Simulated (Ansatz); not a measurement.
C3H9ClSi, SMILES `C[SiH2]CCCl` at its PBE0-D4/def2-TZVP geometry, where that method's forces vanish. The species carries charge 0 and has multiplicity 1.

| atom | x (Å) | y (Å) | z (Å) |
| --- | --- | --- | --- |
| C1 | -0.344 | -1.712 | -0.972 |
| Si2 | 0.678 | -0.145 | -0.989 |
| C3 | -0.064 | 1.188 | 0.122 |
| C4 | -0.138 | 0.776 | 1.570 |
| Cl5 | -0.835 | 2.063 | 2.610 |
| H6 | -1.371 | -1.511 | -1.288 |
| H7 | 0.078 | -2.454 | -1.653 |
| H8 | -0.377 | -2.156 | 0.025 |
| H9 | 0.758 | 0.401 | -2.372 |
| H10 | 2.064 | -0.443 | -0.527 |
| H11 | 0.540 | 2.094 | 0.021 |
| H12 | -1.064 | 1.434 | -0.249 |
| H13 | -0.773 | -0.097 | 1.718 |
| H14 | 0.848 | 0.562 | 1.983 |

(1) For each bond, give half the difference of the two atoms' forces along it (eV/Å; positive pushes the atoms apart) under PBE-D4, r2SCAN-D4, B3LYP-D4, ωB97M-V in def2-TZVPP. (Estimate.)

Results:

(1) Ansatz gave: 
```tsv
bond	length (Å)	PBE-D4	r2SCAN-D4	B3LYP-D4	ωB97M-V
C1–Si2	1.871	-0.01	0.00	0.12	0.07
C1–H6	1.093	0.11	-0.01	-0.04	-0.04
C1–H7	1.092	0.11	-0.01	-0.05	-0.04
C1–H8	1.093	0.11	-0.01	-0.04	-0.04
Si2–C3	1.887	0.00	0.01	0.05	-0.01
Si2–H9	1.489	0.07	-0.03	-0.11	-0.13
Si2–H10	1.491	0.06	-0.03	-0.10	-0.11
C3–C4	1.507	-0.03	0.06	0.14	0.21
C3–H11	1.094	0.11	-0.03	-0.08	-0.08
C3–H12	1.095	0.11	-0.02	-0.08	-0.07
C4–Cl5	1.795	0.26	0.28	0.37	0.09
C4–H13	1.090	0.11	-0.06	-0.14	-0.12
C4–H14	1.090	0.11	-0.07	-0.14	-0.12
```

B3LYP here is the variant with VWN-RPA as its local correlation; programs differ in this.
